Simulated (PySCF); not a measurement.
H₃OSi, SMILES [O][SiH3], multiplicity 2.

Coordinates come from a B3LYP-D3(BJ)/def2-TZVP optimisation. The isomer is the one that the SMILES or the coordinates give; other isomers of the formula were not compared.

Two levels are set side by side: PBE/def2-TZVPD (PySCF) and CAM-B3LYP/def2-TZVPD (PySCF). Same geometry, gas phase. Differences are taken from unrounded values.

```tsv
quantity	CAM-B3LYP
α-spin orbital gap (eV)	11.32
β-spin orbital gap (eV)	6.65
dipole moment (D)	1.73
mean polarisability (bohr³)	33.5
```

Question: What does PBE give, and how far is it from CAM-B3LYP? (The exact figures need the calculation; the answer reports its results.)

Answer: 
```tsv
quantity	PBE	PBE minus CAM-B3LYP
α-spin orbital gap (eV)	6.39	-4.94
β-spin orbital gap (eV)	0.67	-5.98
dipole moment (D)	1.96	0.23
mean polarisability (bohr³)	37.1	3.6
```

Loosely held outer electrons make PBE densities more polarisable. Differences between two approximate levels are no errors against the true value.

Rough cost on one machine, each run with all the roots and properties that it gave: CAM-B3LYP against PBE within a factor of 2.
